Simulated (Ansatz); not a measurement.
Start from `[AlH2][SiH2][SiH2][SiH3]` and change one atom or group to get `[SiH3][SiH2][SiH2][SiH2][GeH3]`.

Ansatz, PBE0-D4/def2-TZVP geometries, multiplicity 1. Each molecule was computed in one conformer, which needn't be the lowest.

Scalar relativity is left out up to krypton.

```tsv
property	`[AlH2][SiH2][SiH2][SiH3]`
HOMO–LUMO gap (B3LYP/def2-TZVPP) / eV	5.50
HOMO energy (PBE0/def2-TZVPP) / eV	-7.21
LUMO energy (PBE/def2-TZVPP) / eV	-2.16
LUMO energy (B3LYP/def2-TZVPP) / eV	-1.51
HOMO energy (B3LYP/def2-TZVPP) / eV	-7.01
HOMO–LUMO gap (PBE/def2-TZVPP) / eV	4.04
```

Question: Give the same properties after the change, and the shifts. (Best estimate.)

Answer: Computed: 
```json
{"property": "HOMO–LUMO gap (B3LYP/def2-TZVPP) / eV", "`[SiH3][SiH2][SiH2][SiH2][GeH3]`": "7.09", "shift": "1.59"}
{"property": "HOMO energy (PBE0/def2-TZVPP) / eV", "`[SiH3][SiH2][SiH2][SiH2][GeH3]`": "-7.88", "shift": "-0.67"}
{"property": "LUMO energy (PBE/def2-TZVPP) / eV", "`[SiH3][SiH2][SiH2][SiH2][GeH3]`": "-1.23", "shift": "0.93"}
{"property": "LUMO energy (B3LYP/def2-TZVPP) / eV", "`[SiH3][SiH2][SiH2][SiH2][GeH3]`": "-0.58", "shift": "0.93"}
{"property": "HOMO energy (B3LYP/def2-TZVPP) / eV", "`[SiH3][SiH2][SiH2][SiH2][GeH3]`": "-7.67", "shift": "-0.66"}
{"property": "HOMO–LUMO gap (PBE/def2-TZVPP) / eV", "`[SiH3][SiH2][SiH2][SiH2][GeH3]`": "5.62", "shift": "1.58"}
```

With PBE0 the HOMO falls by 0.67 eV and the LUMO rises by 0.95 eV, so the gap widens by about 1.62 eV. PBE moves the HOMO by -0.66 eV and ωB97M-V by -0.67 eV.

B3LYP here is the variant with VWN-RPA as its local correlation; programs differ in this.
